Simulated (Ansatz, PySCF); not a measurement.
C2H7ClOSi, SMILES C[C@@H](O)[SiH2]Cl. Atoms are numbered in the order given.

```xyz
12

C     -2.3381    -0.6176     0.7055
C     -1.2137     0.1430     0.0086
O     -1.1237     1.4957     0.4550
Si     0.4774    -0.7053     0.2015
Cl     1.8986     0.2664    -0.9521
H     -2.1323    -0.7446     1.7833
H     -2.4818    -1.6208     0.2725
H     -3.2828    -0.0585     0.6087
H     -1.4392     0.2100    -1.0711
H     -0.9436     1.4767     1.4058
H      0.4502    -2.1425    -0.2000
H      0.8825    -0.5861     1.6348
```
Charge 0, spin multiplicity 1.

Geometry: r2SCAN-D4/def2-SVP. The structure was generated by enumeration; whether it is a known compound was not checked. The values are those of a single conformer.

Two levels are set side by side: PBE-D3(BJ)/def2-SVP (Ansatz, a quantum-chemistry and plane-wave program) and r2SCAN-D4/def2-SVP (Ansatz). Each level has its own optimised geometry; the coordinates shown are those of the second. Frequencies come from the Hessian of PySCF at each geometry. Differences are taken from unrounded values.

| quantity | r2SCAN-D4 | PBE-D3(BJ) | PBE-D3(BJ) minus r2SCAN-D4 |
|---|---|---|---|
| mean bond length (Å) | 1.391 | 1.399 | 0.008 |
| bond C1–C2 (Å) | 1.526 | 1.531 | 0.005 |
| bond C2–O3 (Å) | 1.427 | 1.430 | 0.003 |
| bond C2–Si4 (Å) | 1.902 | 1.914 | 0.013 |
| bond Si4–Cl5 (Å) | 2.072 | 2.082 | 0.010 |
| bond C1–H6 (Å) | 1.105 | 1.112 | 0.007 |
| bond C1–H7 (Å) | 1.102 | 1.109 | 0.007 |
| bond C1–H8 (Å) | 1.102 | 1.109 | 0.007 |
| bond C2–H9 (Å) | 1.105 | 1.112 | 0.007 |
| bond O3–H10 (Å) | 0.968 | 0.977 | 0.009 |
| bond Si4–H11 (Å) | 1.493 | 1.505 | 0.012 |
| bond Si4–H12 (Å) | 1.494 | 1.506 | 0.012 |
| highest harmonic wavenumber (cm⁻¹) | 3793 | 3676 | -117 |
| mean harmonic wavenumber (cm⁻¹) | 1293 | 1259 | -35 |
| zero-point energy (kcal/mol) | 55.47 | 53.97 | -1.50 |
